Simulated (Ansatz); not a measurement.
Computed with Ansatz on PBE0-D4/def2-TZVP structures; ΔE is electronic, products minus reactants. CCSD(T)/CBS is the MP2 limit (def2-TZVPP, def2-QZVPP) plus CCSD(T) − MP2 in def2-TZVPP, frozen cores. This one scheme is used for every species. DFT in def2-TZVPP. B3LYP here is the variant with VWN-RPA as its local correlation; programs differ in this. Each species was taken in one conformer, which may not be the lowest.

`N=C([SiH3])BO` + H₂O → `OBO` + `N=C[SiH3]`  (formal hydrolysis of a B–C bond)

| level | ΔE (kcal/mol) | difference from CCSD(T)/CBS |
| --- | --- | --- |
| PBE-D4 | -29.2 | 0.2 |
| r2SCAN-D4 | -31.2 | -1.8 |
| B3LYP-D4 | -30.9 | -1.5 |
| B2PLYP | -31.9 | -2.5 |
| r2SCAN | -31.6 | -2.2 |
| PBE0 | -31.0 | -1.6 |
| B3LYP | -32.8 | -3.4 |
| MP2/def2-TZVPP | -30.2 | -0.8 |
| HF/def2-QZVPP | -35.1 | -5.7 |
| MP2/CBS(def2) | -29.4 | 0.0 |
| CCSD(T)/CBS | -29.4 | 0 |

Largest T1 diagnostic among the species: 0.014.

The D4 term adds +1.9 kcal/mol with B3LYP and +1.1 kcal/mol with PBE0; it sums over pairs of atoms, weighted by their polarisabilities, and B3LYP, whose exchange is more repulsive, gets the larger term. In def2-TZVPP, CCSD(T) changes the Hartree–Fock value by +5.0 kcal/mol (the triples alone add +0.8 kcal/mol) and MP2 by +4.9 kcal/mol.
